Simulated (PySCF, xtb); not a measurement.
(1-methylcyclobutyl)silane (C5H12Si), SMILES CC1([SiH3])CCC1.

Harmonic wavenumbers (cm⁻¹) from GFN2-xTB in xtb 6.7.1 at its own minimum, in rising order: 99, 115, 204, 232, 240, 346, 353, 524, 553, 574, 703, 771, 788, 789, 831, 832, 921, 954, 998, 1040, 1045, 1047, 1153, 1179, 1189, 1190, 1246, 1246, 1264, 1274, 1414, 1480, 1485, 1498, 1507, 1511, 2253, 2255, 2259, 2973, 2977, 2992, 2993, 2994, 3002, 3011, 3015, 3022.

Task: What does PySCF with PBE-D3(BJ)/def2-SVP give at its own minimum? (The exact figures need the calculation; the answer reports its results.)

Result: 134, 150, 187, 212, 234, 319, 323, 519, 609, 621, 640, 773, 775, 864, 883, 884, 910, 913, 942, 962, 967, 1021, 1101, 1130, 1154, 1169, 1203, 1215, 1231, 1244, 1338, 1401, 1403, 1413, 1415, 1434, 2147, 2157, 2158, 2944, 2967, 2971, 3001, 3023, 3025, 3026, 3044, 3062. Paired by order, the mean absolute difference is 44 cm⁻¹ and the zero-point energies are 94.8 and 93.2 kcal/mol.
